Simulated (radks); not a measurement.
The numbers below are computed, except where a source is named.
Task: The zinc ion Zn+, configuration [Ar] 3d10 4s1. Level of theory: scalar-relativistic Kohn-Sham, AM05, spin-unpolarised, spherical densities, point nucleus (a radial shooting solver on a logarithmic mesh with Libxc functionals). Some entries of the table are withheld. Estimate them.

orbital  occ.  eigenvalue (eV)  <1/r> (bohr^-1)  <r^2> (bohr^2)
1s          2              (1)            30.19        0.003413
2s          2        -1165.814            6.577         0.06053
2p          6        -1012.549            6.457         0.04829
3s          2        -138.3425            2.087          0.5385
3p          6         -92.8367            1.933          0.6036
3d         10         -19.8088            1.520           1.074
4s          1              (2)           0.5426           6.596

Result: 
(1) 1s eigenvalue (eV): -9518.266
(2) 4s eigenvalue (eV): -13.9408
